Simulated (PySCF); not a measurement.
Match the calculated data to a structure.

All candidates are C6H10Si.

- 1H NMR: chemical shifts (computed TMS as zero) by class: 5.17 (1 H), 2.24 (1 H), 2.19 (1 H), 2.11 (3 H), 1.72 (2 H), 1.52 (2 H) ppm [GIAO PBE0/pcSseg-1]
- Dipole: 1.29 D [CAM-B3LYP/def2-SVPD]
- UV, first state: lowest singlet excitation: 5.84 eV (212 nm, f = 0.000) [TDDFT CAM-B3LYP/def2-SVPD]
- UV, strongest line: among the 8 lowest singlet transitions: S7 at 7.18 eV (173 nm, f = 0.196) [TDDFT CAM-B3LYP/def2-SVPD]
- Polarisability: 95.8 au [CAM-B3LYP/def2-SVPD]
- 13C NMR: chemical shifts (computed TMS as zero) by class: 115.8 (1 C), 86.0 (1 C), 20.3 (1 C), 16.5 (2 C), 6.1 (1 C) ppm [GIAO PBE0/pcSseg-1]
- NMR, other nuclei: isotropic shieldings of nuclei other than C and H, by class: 384 (1 Si) ppm [GIAO PBE0/pcSseg-1]
- Triplet: lowest triplet excitation (Tamm–Dancoff): 4.96 eV [TDA CAM-B3LYP/def2-SVPD]
- Rotational structure: rotational constants A, B, C: 5.730, 0.939, 0.923 GHz [GFN2-xTB]

Electronic properties: PySCF, gas phase, density fitting. Levels stand in brackets. Isolated species at its GFN2-xTB geometry (one conformer only). NMR classes are plain means over equivalent atoms (diastereotopic ones count apart unless rotation or inversion swaps them), as if these changed places fast.

Task: Which candidate is it?
A. `CC#C[SiH]1CCC1`
B. `C=C[C@@H]1[SiH2][C@H]1C=C`
C. `C#CC[C@H]1CC[SiH2]1`

Result: A. It is `CC#C[SiH]1CCC1`. Numbering: `[CH3:1][C:2]#[C:3][SiH:4]1[CH2:5][CH2:6][CH2:7]1`. Its formula, C6H10Si, gives 3 degrees of unsaturation: 1 ring and 2 π bonds in the structure found. 6 carbons fall into 5 classes; from least to most shielded: alkyne carbon [C2] (115.8 ppm), alkyne carbon [C3] (86.0 ppm), four-membered-ring carbon [C6] (20.3 ppm), ring sp3 carbon bound to silicon [C5/C7] (16.5 ppm, 2 C), propargylic carbon [C1] (6.1 ppm). Hydrogen classes from least to most shielded: 1 H on an SiH silicon, Si4 (5.17 ppm), 1 H on a four-membered-ring carbon, C6 (2.24 ppm), 1 H on a four-membered-ring carbon, C6 (2.19 ppm), 3 H on a propargylic carbon, C1 (2.11 ppm), 2 H on 2 like atoms (sp3 carbon bound to silicon), C5/C7 (1.72 ppm), 2 H on 2 like atoms (sp3 carbon bound to silicon), C5/C7 (1.52 ppm). The other shieldings belong to: 384 ppm, SiH silicon [Si4]. By its constants the optimised geometry is a nearly prolate symmetric top.

The others, at the same levels:
- `C#CC[C@H]1CC[SiH2]1` fails: it has 6 carbon classes against 5; its computed 13C shifts are 89.9 (1 C), 74.3 (1 C), 30.2 (1 C), 28.0 (1 C), 26.8 (1 C), 5.4 (1 C) ppm, 1H shifts are 4.79 (1 H), 4.53 (1 H), 2.78 (1 H), 2.36 (1 H), 2.32 (1 H), 2.15 (1 H), 2.00 (1 H), 1.47 (1 H), 1.32 (1 H), 1.30 (1 H) ppm and rotational constant A is 5.205 GHz (against 5.730 GHz).
- `C=C[C@@H]1[SiH2][C@H]1C=C` fails: it has 3 carbon classes against 5; its computed 13C shifts are 150.2 (2 C), 112.0 (2 C), 25.8 (2 C) ppm, 1H shifts are 7.08 (2 H), 4.99 (2 H), 4.68 (2 H), 3.00 (2 H), 1.95 (2 H) ppm and rotational constant A is 3.534 GHz (against 5.730 GHz).

Each candidate is one conformer, not necessarily the lowest. Dipoles, sizes and rotational constants follow the conformer. The torsions of the flexible species, by atom-mapped SMILES:
- `[CH:1]#[C:2][CH2:3][C@H:4]1[CH2:5][CH2:6][SiH2:7]1`: C2–C3–C4–C5 65°
- `[CH2:1]=[CH:2][C@@H:3]1[SiH2:4][C@H:5]1[CH:6]=[CH2:7]`: C1–C2–C3–Si4 48°, Si4–C5–C6–C7 47°
